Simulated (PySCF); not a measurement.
**[DyCl4]− at several levels of theory**

Computed with PySCF 2.14.0 (density fitting, no spin-orbit coupling) at the geometry relaxed with PBE0:

```xyz
5
[DyCl4]− (singlet in the valence; each metal's 4f electrons, 9 of them, lie in its core potential, out of spins and levels)
Dy    0.0000    0.0000    0.0000
Cl    1.4615    1.4615    1.4615
Cl   -1.4615   -1.4615    1.4615
Cl    1.4615   -1.4615   -1.4615
Cl   -1.4615    1.4615   -1.4615
```

| level | basis | state | HOMO (eV) | gap (eV) | charge on Dy1 (e) | population of f-type functions on Dy1 (polarisation alone where 4f lies in the core) | dipole about the centre of mass (D) | largest force component (eV/Å) |
| --- | --- | --- | --- | --- | --- | --- | --- | --- |
| PBE0 | Dy lcecp-1-SVP with ECP55, Cl def2-SVP | singlet | -4.50 | 7.95 | 0.73 | 0.05 | 0.00 | 0.00 |
| PBE0 | Dy lcecp-1-TZVP with ECP55, Cl def2-TZVP | singlet | -4.77 | 8.09 | 1.30 | 0.06 | 0.00 | 0.01 |

In the lcecp rows the 4f levels are missing from HOMO and gap, and the state counts the valence alone.

Charges are Mulliken's, which hang on the basis. The relaxation used the grid (50, 194), these runs (75, 302) or, all-electron (x2c bases, spin-free X2C Hamiltonian), (99, 590).

(1) A further run in the first row's basis gives HOMO (eV) -6.89, gap (eV) 11.88, charge on Dy1 (e) 0.73, population of f-type functions on Dy1 (polarisation alone where 4f lies in the core) 0.05, dipole about the centre of mass (D) 0.00, largest force component (eV/Å) 0.03. Which level was it?
A. M06-L
B. wB97X

An lcecp potential fixes the number of 4f electrons, so in runs with it no electron can move into or out of that shell.

Answers

(1) B. The others give HOMO -3.42 eV (M06-L).
